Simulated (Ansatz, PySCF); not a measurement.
Pair of molecules: C2H6 (SMILES CC) (first 8 atoms) with CH4S (SMILES CS); geometry from B3LYP-D3(BJ)/def2-TZVP.
(charge 0, multiplicity 1):
```xyz
14

C     -0.52662     0.55892     0.23314
C      0.54677    -0.52324     0.16284
H     -1.27739     0.42072    -0.54717
H     -0.09607     1.55381     0.10067
H     -1.04303     0.54068     1.19448
H      0.11665    -1.51697     0.30424
H      1.30963    -0.38017     0.93140
H      1.05494    -0.52026    -0.80340
C      0.84050     0.87349     3.80127
S     -0.31620    -0.51587     4.02733
H      0.71253     1.33833     2.82620
H      0.59503     1.60107     4.57295
H      1.87169     0.55429     3.93598
H      0.15070    -1.28211     3.02898
```

Basis-set superposition error: the interaction energy with monomers in their own basis, and in the dimer's basis (counterpoise).

Run with Ansatz (a program for electronic structure) with Gaussian orbitals; PySCF for 6-31G* rows, M06-2X. Each number belongs to the level named beside it.

```json
[
 {"level": "SVWN5/def2-TZVPPD", "uncorrected (kcal/mol)": "-3.19", "counterpoise (kcal/mol)": "-3.09", "difference": "0.10"},
 {"level": "PBE/def2-TZVPPD", "uncorrected (kcal/mol)": "-0.40", "counterpoise (kcal/mol)": "-0.33", "difference": "0.07"},
 {"level": "BLYP/def2-TZVPPD", "uncorrected (kcal/mol)": "1.29", "counterpoise (kcal/mol)": "1.37", "difference": "0.08"},
 {"level": "revPBE/def2-TZVPPD", "uncorrected (kcal/mol)": "1.38", "counterpoise (kcal/mol)": "1.45", "difference": "0.07"},
 {"level": "B3LYP/6-31G*", "uncorrected (kcal/mol)": "0.21", "counterpoise (kcal/mol)": "0.70", "difference": "0.48"},
 {"level": "B3LYP/def2-TZVPPD", "uncorrected (kcal/mol)": "0.64", "counterpoise (kcal/mol)": "0.71", "difference": "0.07"},
 {"level": "M06-2X/def2-TZVPPD", "uncorrected (kcal/mol)": "-1.94", "counterpoise (kcal/mol)": "-1.85", "difference": "0.09"},
 {"level": "CAM-B3LYP/def2-TZVPPD", "uncorrected (kcal/mol)": "-0.23", "counterpoise (kcal/mol)": "-0.15", "difference": "0.08"},
 {"level": "MP2/6-31G*", "uncorrected (kcal/mol)": "-0.89", "counterpoise (kcal/mol)": "-0.08", "difference": "0.81"},
 {"level": "CCSD(T)/aug-cc-pV(D+d)Z", "uncorrected (kcal/mol)": "-2.92", "counterpoise (kcal/mol)": "-1.38", "difference": "1.54"}
]
```

The error is largest for CCSD(T)/aug-cc-pV(D+d)Z (1.54 kcal/mol) and smallest for B3LYP/def2-TZVPPD (0.07 kcal/mol).
